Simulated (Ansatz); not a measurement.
Mulliken charges of CH₅FNSV (`[CH3][V]([NH2])([F])=[S]`) from PBE/def2-TZVPP in Ansatz (PBE0-D4/def2-TZVP geometry).

| atom | x (Å) | y (Å) | z (Å) | charge (e) |
| --- | --- | --- | --- | --- |
| C1 | -1.351 | -0.488 | -0.066 | -0.408 |
| V2 | 0.365 | 0.429 | -0.547 | 0.691 |
| N3 | 1.487 | 0.035 | 0.807 | -0.418 |
| F4 | 0.815 | -0.201 | -2.095 | -0.315 |
| S5 | -0.069 | 2.376 | -0.461 | -0.269 |
| H6 | -1.741 | -0.159 | 0.896 | 0.127 |
| H7 | -1.121 | -1.558 | -0.040 | 0.113 |
| H8 | -2.069 | -0.273 | -0.862 | 0.131 |
| H9 | 1.810 | 0.651 | 1.537 | 0.183 |
| H10 | 1.958 | -0.862 | 0.835 | 0.164 |

Q: By hand: the dipole of these point charges (1 e Å = 4.8032 D).

A: Σ q r = (-0.023, -0.349, 0.510) e Å, of length 0.618 e Å = 2.97 D.

Q: How does the dipole of the full density compare? (Estimate.)

A: Computed: (0.226, -0.371, 0.495) e Å, 3.16 D; the point charges give 0.94 times that, at 22° from its direction.

Point charges leave out the atoms' own dipoles, such as those of lone pairs, and Mulliken's split depends on the basis, so the two needn't agree.
